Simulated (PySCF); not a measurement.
Structure problem from calculated spectra and properties.

Elements present: F, H and Si. Monoisotopic mass: 85.9800 u.

| Item | Value |
| --- | --- |
| UV, strongest line | among the 10 lowest singlet transitions: S5 at 11.68 eV (106 nm, f = 0.305) [TDDFT CAM-B3LYP/def2-SVPD] |
| XPS | Si2p3/2 110.8, F1s 693.8 (×3), Si1s 1851.1 eV [ΔSCF SCAN, pcX-2 on the ionised atom, pcseg-1 elsewhere, spin-free X2C, 2p3/2 from a spin–orbit splitting computed afterwards within the 2p shell] |
| UV, first state | lowest singlet excitation: 10.66 eV (116 nm, f = 0.203 summed over 2 states within 0.01 eV) [TDDFT CAM-B3LYP/def2-SVPD] |
| NMR, other nuclei | isotropic shieldings of nuclei other than C and H, by class: 310 (3 F), 410 (1 Si) ppm [GIAO B3LYP/pcSseg-1] |
| Dipole | 1.66 D [CAM-B3LYP/def2-SVPD] |
| Rotational structure | rotational constants A, B, C: 6.923, 6.914, 3.979 GHz [PBE0-D3(BJ)/def2-SVP] |
| Triplet | lowest triplet excitation (Tamm–Dancoff): 9.67 eV [TDA CAM-B3LYP/def2-SVPD] |

Electronic properties: PySCF, gas phase, density fitting. Levels stand in brackets. Isolated species at its PBE0-D3(BJ)/def2-SVP geometry, gas phase. Each NMR value is the plain mean over a class of atoms that symmetry, rotation or inversion makes alike.

Task: Which formula fits the mass and the elements?

Result: F3HSi (calculated 85.9800). No other formula that holds each of these elements comes within 0.0003 u with a fitting electron parity and a possible valence count.

Task: What is the compound? Reason from the data.

Result: The other shieldings belong to: 310 ppm, fluorine bonded to Si; 410 ppm, silicon bonded to 3 F and H. The core levels belong to: Si2p3/2 110.8 eV, silicon bonded to 3 F and H; F1s 693.8 eV, fluorine bonded to Si; Si1s 1851.1 eV, silicon bonded to 3 F and H. The optimised geometry has point group C3v and is an oblate symmetric top (the spread among constants that symmetry makes equal is optimisation noise). Structure: SiHF3 (`[H][Si](F)(F)F`). The assignments are read from this structure; whether some other isomer fits the data as well wasn't checked.
